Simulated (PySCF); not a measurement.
# Reading the logs of faulty runs: BFH4NSi

These are calculations, not measurements. They come from PySCF 2.14.0, an open-source quantum chemistry program, on an isolated molecule that a program drew, which may never have been made. The molecule is BFH4NSi (charge 0, doublet), drawn as the SMILES string `[BH][SiH](N)F`.

Each row is a Hartree-Fock (HF) and frozen-core CCSD(T) single point in the cc-pV(D+d)Z basis, meant for a local HF minimum. Run 1 is clean. Each other run has one planted mistake out of seven kinds, and not every kind appears here: one electron removed, one electron added, multiplicity raised by two, geometry at a saddle point, minimal basis STO-3G, one bond length entered in bohr, all coordinates scaled. The reference is restricted for singlets and unrestricted otherwise, and also for a bond in bohr. Adding or removing an electron swaps singlet and doublet. Electrons count all cores. HOMO and LUMO are orbital energies over both spins, the gradient is its largest component, and the lowest frequency (negative if imaginary) is given only where the gradient is small. Bond lengths are over the 7 bonds as drawn. T1 is the CCSD diagnostic: over 0.02 (restricted) or 0.045 (unrestricted) a single reference is doubtful.

Geometry of the clean run:
```xyz
8
BFH4NSi, angstrom
B     2.4593   -1.2447    1.1518
Si    2.0658   -1.2222   -0.8130
N     0.9819    0.0506   -1.1186
F     3.5217   -1.0473   -1.5178
H     2.4719   -1.9907    2.0814
H     1.4900   -2.4297   -1.4324
H     0.4847    0.1031   -1.9878
H     1.1459    0.9657   -0.7430
```

| run | electrons | basis functions | <S^2> | HOMO (eV) | LUMO (eV) | gradient (hartree/bohr) | lowest frequency (cm^-1) | mean bond (Å) | longest bond (Å) | T1 | HF (hartree) | CCSD(T) (hartree) | mistake |
|---|---|---|---|---|---|---|---|---|---|---|---|---|---|
| 1 | 39 | 85 | 0.757 | -8.99 | 1.12 | 3.6e-05 | 160 | 1.4289 | 2.004 | 0.0135 | -469.85705 | -470.41715 | no fault |
| 2 | 38 | 85 | 0.000 | -16.54 | -6.86 | 7.8e-02 | - | 1.4289 | 2.004 | 0.0201 | -469.56620 | -470.12078 | one electron removed |
| 3 | 39 | 85 | 3.759 | -8.53 | -1.69 | 4.9e-02 | - | 1.4289 | 2.004 | 0.0257 | -469.72866 | -470.28242 | ? |
| 4 | 40 | 85 | 0.000 | 0.18 | 7.84 | 7.1e-02 | - | 1.4289 | 2.004 | 0.0129 | -469.80888 | -470.40396 | ? |

**Which mistake was planted in run 3, and what did it cost?**

Electrons, basis and geometry are unchanged, and <S^2> is 3.759, beside S(S+1) = 3.75 for a multiplicity of 4. So the mistake is: multiplicity raised by two. Subtracting run 1 and multiplying by 627.51 kcal/mol a hartree, the energy moved by 80.6 kcal/mol in HF and 84.5 kcal/mol in CCSD(T).

**Which mistake was planted in run 4, and what did it cost?**

It counts 40 electrons, one more than the clean run, at the same geometry and basis. So the mistake is: one electron added. Subtracting run 1 and multiplying by 627.51 kcal/mol a hartree, the energy moved by 30.2 kcal/mol in HF and 8.3 kcal/mol in CCSD(T).

Cautions from the logs. Run 2: T1 is over the limit, so its CCSD(T) energy is less reliable; run 4: the HOMO is above zero, so the electron isn't bound and the energy depends on the basis.
